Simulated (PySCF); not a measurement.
Positional isomers: furan mercapto+boryl. Isolated molecules, 0 K electronic values unless said otherwise. One relaxed conformer stands for each flexible species; it need not be the lowest. Strings in code marks are SMILES.

The four lowest singlet excitations (Tamm–Dancoff). Calculation: ωB97X-D3(BJ)/def2-TZVP // PBE0-D3(BJ)/def2-SVP run with PySCF. Excitations are Tamm–Dancoff values on a coarser integration grid. The basis has no diffuse functions, so Rydberg states are missing or too high.

| state | energy (eV) | wavelength (nm) | oscillator strength |
|---|---|---|---|
| S1 | 5.17 | 240 | 0.432 |
| S2 | 5.70 | 217 | 0.041 |
| S3 | 5.85 | 212 | 0.039 |
| S4 | 6.09 | 204 | 0.032 |

**Question.** Say which member gives these states.
(A) `Bc1coc(S)c1`
(B) `Bc1occc1S`
(C) `Bc1cocc1S`
(D) `Bc1cc(S)co1`

**Answer.** D, `Bc1cc(S)co1`
